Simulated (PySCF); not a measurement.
C2H7ClOSn. Atoms are numbered in the order given.

```xyz
12

C      1.8691    -0.7550    -1.0024
Sn     0.0071     0.0461    -0.2517
C     -1.8697    -0.5194    -1.1376
O     -0.0258     2.0545    -0.3476
Cl    -0.0472    -0.5320     2.0699
H      1.9982    -0.4537    -2.0594
H      2.7040    -0.3623    -0.3927
H      1.8433    -1.8584    -0.9247
H     -2.4920    -0.9912    -0.3551
H     -2.3559     0.4053    -1.5009
H     -1.7114    -1.2248    -1.9745
H      0.6694     2.4355     0.2223
```
Charge 0, spin multiplicity 1.

Coordinates come from a PBE-D3(BJ)/def2-SVP optimisation. The def2 effective core potentials stand for the cores of Sn; spin–orbit coupling is left out. The values are those of a single conformer.

All values below come from PBE/def2-TZVP (PySCF).

Computed frontier levels, gap, dipole moment and polarisability:
The highest occupied level comes out as -6.69 eV, the lowest empty level comes out as -1.72 eV and the orbital gap is 4.97 eV. The dipole moment is 2.85 D and the quadrupole, principal values (traceless, Buckingham form, about the centre of nuclear charge) is -9.83, 0.74, 9.09 D·Å. The mean static polarisability comes out as 83.3 bohr³ (12.35 Å³) and the polarisability, principal values is 74.3, 86.6, 89.0 bohr³.
